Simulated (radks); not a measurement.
The numbers below are computed, except where a source is named.
Isoelectronic series with 22 electrons, each ion in its NIST ground configuration. Level of theory: Dirac Kohn-Sham, PBE, spin-unpolarised, spherical densities, point nucleus; open shells fill j = l - 1/2 first (a radial shooting solver on a logarithmic mesh with Libxc functionals). Total energies (hartree) and orbital eigenvalues (eV) (* marks an orbital that is empty in some or all of the ions):

[
 {"ion": "Ti", "configuration": "[Ar] 3d2 4s2", "E (hartree)": "-853.57505", "3d5/2*": "-4.2275", "3d3/2": "-4.2736", "3p3/2": "-38.6164"},
 {"ion": "Mn3+", "configuration": "[Ar] 3d4", "E (hartree)": "-1156.25056", "3d5/2*": "-41.1013", "3d3/2": "-41.2423", "3p3/2": "-89.7966"},
 {"ion": "Ni6+", "configuration": "[Ar] 3d4", "E (hartree)": "-1509.33293", "3d5/2*": "-117.9177", "3d3/2": "-118.2743", "3p3/2": "-182.6923"},
 {"ion": "Ga9+", "configuration": "[Ar] 3d4", "E (hartree)": "-1912.76111", "3d5/2*": "-224.3897", "3d3/2": "-225.1168", "3p3/2": "-305.0685"},
 {"ion": "Se12+", "configuration": "[Ar] 3d4", "E (hartree)": "-2366.95967", "3d5/2*": "-359.1750", "3d3/2": "-360.4854", "3p3/2": "-455.7787"},
 {"ion": "Rb15+", "configuration": "[Ar] 3d4", "E (hartree)": "-2872.49153", "3d5/2*": "-521.7686", "3d3/2": "-523.9419", "3p3/2": "-634.4781"},
 {"ion": "Zr18+", "configuration": "[Ar] 3d4", "E (hartree)": "-3430.02421", "3d5/2*": "-711.9227", "3d3/2": "-715.3145", "3p3/2": "-841.0558"},
 {"ion": "Tc21+", "configuration": "[Ar] 3d4", "E (hartree)": "-4040.32320", "3d5/2*": "-929.5007", "3d3/2": "-934.5516", "3p3/2": "-1075.504"},
 {"ion": "Pd24+", "configuration": "[Ar] 3d4", "E (hartree)": "-4704.25351", "3d5/2*": "-1174.424", "3d3/2": "-1181.669", "3p3/2": "-1337.871"},
 {"ion": "In27+", "configuration": "[Ar] 3d4", "E (hartree)": "-5422.78513", "3d5/2*": "-1446.648", "3d3/2": "-1456.726", "3p3/2": "-1628.242"},
 {"ion": "Te30+", "configuration": "[Ar] 3d4", "E (hartree)": "-6197.00102", "3d5/2*": "-1746.149", "3d3/2": "-1759.814", "3p3/2": "-1946.730"}
]
